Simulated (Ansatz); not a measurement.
Calculated with Ansatz (gas phase, PBE0-D4/def2-TZVP geometries, no zero-point term in ΔE). CCSD(T)/CBS is the MP2 limit (def2-TZVPP, def2-QZVPP) plus CCSD(T) − MP2 in def2-TZVPP, frozen cores. This one scheme is used for every species. Double bonds are as drawn, so ΔE can hold a change between cis and trans. Each species was taken in one conformer, which may not be the lowest.

Reaction (silylene formation by 1,1-elimination): `[SiH3]/C=C/[SiH2]Cl` → `[SiH3]/C=C/Cl` + `[SiH2]`

| species | CCSD(T)/CBS(def2) energy (Eh) |
| --- | --- |
| `[SiH3]/C=C/[SiH2]Cl` | -1118.27689 |
| `[SiH3]/C=C/Cl` | -827.94021 |
| `[SiH2]` | -290.19011 |

Problem. Work out ΔE.

Solution. ΔE = (-827.94021) + (-290.19011) − (-1118.27689) = 0.14657 Eh = +3.99 eV.

Problem. What do rigid-rotor, harmonic-oscillator terms from PBE0-D4/def2-TZVP frequencies (298.15 K, 1 bar) make of the CCSD(T)/CBS value? (Best estimate.)

Solution. Ansatz gave: ΔZPE = -0.18 eV, ΔH = +3.85 eV, ΔS = 149 J/(mol·K), ΔG = +3.39 eV.

Largest T1 diagnostic among the species: 0.014.

Leaving LDA and LC-ωPBE aside and taking each functional with its dispersion term where it has one, the values, not all of them listed here, spread over 0.46 eV, from BLYP-D4 to r2SCAN0-D4. LDA lies +0.30 eV from PBE without D4. The D4 term adds +0.14 eV with B3LYP and +0.08 eV with PBE0; it sums over pairs of atoms, weighted by their polarisabilities, and B3LYP, whose exchange is more repulsive, gets the larger term. From BLYP to BHLYP (50 % exact exchange), in def2-TZVPP and without D4, ΔE moves by +0.39 eV.

B3LYP here is the variant with VWN-RPA as its local correlation; programs differ in this.
